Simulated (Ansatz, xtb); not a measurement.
## Ranking isomers of BrGeH5OSi

3 gas-phase structures of BrGeH5OSi, from a drawn sample of its isomers (lower ones may exist). Each was relaxed with GFN2-xTB; where two conformers were screened, the lower at r2SCAN-D4/def2-SVP//GFN2-xTB is listed:

A. `[OH][Ge@@H]([SiH3])[Br]`, a singlet
B. `[OH][GeH2][SiH2]Br`, a singlet
C. `O[SiH2][GeH2][Br]`, a singlet

**Question.** Make a reasoned guess at their ranking by r2SCAN-D4/def2-SVP//GFN2-xTB single-point energy.

**Answer.** Calculated order at r2SCAN-D4/def2-SVP//GFN2-xTB: C (0.0), A (35.5), B (50.2) kJ/mol.

Energies above the lowest of each column, in kJ/mol; the last columns are at r2SCAN-D4/def2-SVP geometries:

```csv
structure,GFN2-xTB,HF/STO-3G,r2SCAN-D4/def2-SVP//GFN2-xTB,r2SCAN-D4/def2-SVP,CCSD(T)/def2-SVP + ΔMP2/def2-TZVPP
C,0.0,6.0,0.0,0.0,0.0
A,47.5,0.0,35.5,43.0,49.1
B,85.2,6.9,50.2,53.9,57.3
```

CCSD(T)/def2-SVP + ΔMP2/def2-TZVPP puts C lowest; HF/STO-3G picks A. Flexible structures stand in one conformer each, not always the lowest. ΔMP2 is the change of the MP2 energy from the smaller to the larger basis.

Programs: Ansatz 0.2.0, xtb 6.7.1.
